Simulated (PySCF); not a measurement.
Isomers C6H10O3:

A. SMILES C/C(=C\COC=O)CO
B. SMILES CC(=O)C(C)(C)OC=O
C. SMILES CC(OC(=C)OCC)=O

Spectrum 1. ¹H NMR (400 MHz, computed): δ 3.96 (br s, 1H), 3.82 (q, 2H), 3.54 (br s, 1H), 2.11 (s, 3H), 1.42 (t, 3H). ¹³C{¹H} NMR (computed): δ 173.1 (C), 169.5 (C), 72.0 (CH2), 66.3 (CH2), 23.3 (CH3), 16.8 (CH3).

Spectrum 2. ¹H NMR (400 MHz, computed): δ 7.93 (s, 1H), 2.32 (s, 3H), 1.54 (s, 6H). ¹³C{¹H} NMR (computed): δ 214.1 (C), 166.1 (CH), 83.6 (C), 28.7 (CH3), 25.7 (CH3).

Spectrum 3. ¹H NMR (400 MHz, computed): δ 8.06 (s, 1H), 5.86 (t, 1H), 4.91 (d, 2H), 4.31 (s, 2H), 2.06 (s, 3H), 0.32 (br s, 1H). ¹³C{¹H} NMR (computed): δ 165.5 (CH), 156.1 (C), 120.7 (CH), 71.9 (CH2), 63.5 (CH2), 15.1 (CH3).

[PySCF 2.14.0 with density-fitted response routines: PBE0/pcSseg-1 with gauge-including orbitals; GFN2-xTB structure; fast rotation and ring inversion assumed for equivalent nuclei; relativity neglected; no solvent model; one computed conformer]

Scale: ¹H (σ = 31.72 ppm), ¹³C (σ = 186.93 ppm) against TMS (reference shieldings calculated alike). Where no couplings were computed, multiplicities follow the n + 1 count of equivalent neighbours, and m marks all less simple cases (inequivalent or close neighbours, rings, F or P nearby). Shifts are as computed. Against solution values, carbons near 30 ppm lie about +3 ppm off and those near 130 ppm about +5 ppm. Of 1211 compounds with measured shifts, 218 miss one by over three times the rms of a fit or turn the order of signals round; such compounds aren't used in these exercises. OH and NH positions are gas-phase values without hydrogen bonding to other molecules.

**Question.** Match each spectrum to its structure.

**Answer.** 1–C, 2–B, 3–A.

- Spectrum 1 (C): 6 ¹³C signals; δC 173.1 is an ester carbonyl carbon; δC 169.5 is an alkene carbon bearing oxygen.
- Spectrum 2 (B): 5 ¹³C signals; δC 214.1 is a ketone carbonyl carbon; δC 166.1 is an ester carbonyl carbon.
- Spectrum 3 (A): 6 ¹³C signals; δC 165.5 is an ester carbonyl carbon; δC 156.1 is a fully substituted alkene carbon.
